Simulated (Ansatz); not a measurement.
PBE exchange is replaced step by step with exact exchange (0 % is PBE, 25 % PBE0; no dispersion term), basis def2-TZVP, Ansatz. System: the cluster V₂O⁺. The state is a doublet with charge 1. Geometry: PBE-D4/def2-TZVP.

Geometry of the doublet:

```tsv
atom	x (Å)	y (Å)	z (Å)
V1	0.3110	-1.1559	-0.3009
V2	0.4046	1.0772	-0.2753
O3	-0.7156	0.0787	0.5762
```

At PBE-D4/def2-TZVP, PBE with 5 % exact exchange/def2-TZVP, PBE with 10 % exact exchange/def2-TZVP, PBE with 15 % exact exchange/def2-TZVP and others the charge 1 doublet is spin-contaminated (final ⟨S²⟩ up to 3.35, 0.75 for a pure state). The geometry of the doublet was relaxed on an unsound state (⟨S²⟩ 2.38, where a pure state has 0.75). The structure comes from a short search, and lower isomers may exist.

HOMO and LUMO are taken over both spins.

| exact exchange (%) | HOMO (eV) | LUMO (eV) | gap (eV) | ⟨S²⟩ |
| --- | --- | --- | --- | --- |
| 0 | -9.94 | -9.29 | 0.66 | 2.384 |
| 5 | -10.21 | -9.01 | 1.20 | 2.566 |
| 10 | -10.42 | -8.74 | 1.68 | 2.710 |
| 15 | -10.63 | -8.46 | 2.16 | 2.830 |
| 25 | -11.04 | -7.94 | 3.10 | 3.025 |
| 35 | -11.43 | -7.48 | 3.95 | 3.180 |

Task: Estimate the row for 50 %.

Result: 
| exact exchange (%) | HOMO (eV) | LUMO (eV) | gap (eV) | ⟨S²⟩ |
| --- | --- | --- | --- | --- |
| 50 | -11.99 | -6.89 | 5.10 | 3.354 |
